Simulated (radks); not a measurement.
Ba33+, 23 electrons, occupied as [Ar] 3d5. Calculated with a radial shooting solver on a logarithmic mesh with Libxc functionals: non-relativistic Kohn-Sham, LB94 model potential, spin-polarised, spherical densities, point nucleus; open shells are filled with parallel spins first (spin-orbit coupling, left out, can overturn this in heavy ions); relativity is left out, which matters for an element this heavy.

Radial electron density D(r) = 4 pi r^2 rho(r):

r (bohr)  D(r) (e/bohr)  spin D(r)
0.002081          5.352  0.0000477
0.002645          8.120  0.0000725
0.003362          12.11   0.000109
0.004274          17.68   0.000161
0.005434          25.10   0.000235
0.006908          34.42   0.000344
0.008781          45.20   0.000525
0.01116           56.20   0.000911
0.01419           65.39    0.00197
0.01804           70.39    0.00534
0.02293           69.90     0.0164
0.02916           65.57     0.0521
0.03706           62.68      0.161
0.0475            67.60      0.490
0.06038           80.01       1.32
0.07676           89.68       3.23
0.09758           84.09       6.92
0.124             65.12       12.6
0.1577            51.87       18.8
0.2005            54.65       22.1
0.2548            56.22       19.1
0.324             39.56       11.4
0.4118            16.19       4.25
0.5236            3.401      0.876
0.6656           0.3147     0.0849
0.8461          0.01052    0.00317

D(r) has 3 maxima, at r = 0.0199, 0.0805, 0.235 bohr, and minima at 0.0371, 0.168 bohr, inside which lie 2.01, 11.31 electrons.
